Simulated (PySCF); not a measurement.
Computed properties of Si(F)2(GeH3)(OH) (F2GeH4OSi), SMILES [GeH3][Si](F)(F)O

Si(F)2(GeH3)(OH) (F2GeH4OSi), SMILES O[Si](F)(F)[GeH3]. The structure is a stationary point at ωB97X-D3(BJ)/def2-SVP. This is a generated structure with no PubChem entry under its InChIKey; it may be hypothetical. The values are those of a single conformer. All values are computed for the isolated molecule unless a solvent is named; none is compared with measurement here.

**Structure.** The optimised structure has Cs symmetry. All 21 harmonic modes at ωB97X-D3(BJ)/def2-SVP (PySCF) are real, so it is a minimum. With heavy atoms numbered as in [OH:1][Si:2]([F:3])([F:4])[GeH3:5], the shortest bond between them is Si2–F3 at 1.621 Å and the longest Si2–Ge5 at 2.342 Å.

**Vibrations.** The strongest infrared lines (harmonic, unscaled, degenerate partners summed) lie at 814 cm⁻¹ (272 km/mol, H 88 %), 945 cm⁻¹ (169 km/mol, F 48 %, Si 46 %), 984 cm⁻¹ (164 km/mol, Si 46 %, O 38 %, F 10 %). The softest mode is at 84 cm⁻¹ and the zero-point energy is 28.0 kcal/mol.

**Electronic structure.** CAM-B3LYP/def2-TZVP (PySCF) places the frontier levels at -10.41 and 1.03 eV, a gap of 11.44 eV, and gives a dipole moment of 1.07 D and a mean polarisability of 56.7 bohr³. PBE/def2-TZVP (PySCF) at the same geometry gives -7.80 and -0.79 eV, so its gap is 4.43 eV narrower. An orbital gap is neither the optical nor the fundamental gap.

**Excitations.** TDDFT-ωB97X/def2-SVPD (PySCF) has S1 at 8.27 eV (150 nm, f = 0.032, weak); the most intense of the 10 singlets computed lies at 8.59 eV (f = 0.28). T1 (TDA) is at 7.20 eV. TDDFT-PBE/def2-SVPD (PySCF) puts S1 at 7.09 eV. No vertical singlet excitation falls in the visible range (under 3.1 eV).

**NMR.** GIAO shifts at KT2/pcSseg-1 (PySCF) (non-relativistic, atoms alike by connectivity averaged): ¹H from 3.0 to 3.7 ppm against TMS; ²⁹Si at -24.2 ppm against TMS; ¹⁹F at -138.4 ppm against CFCl3.
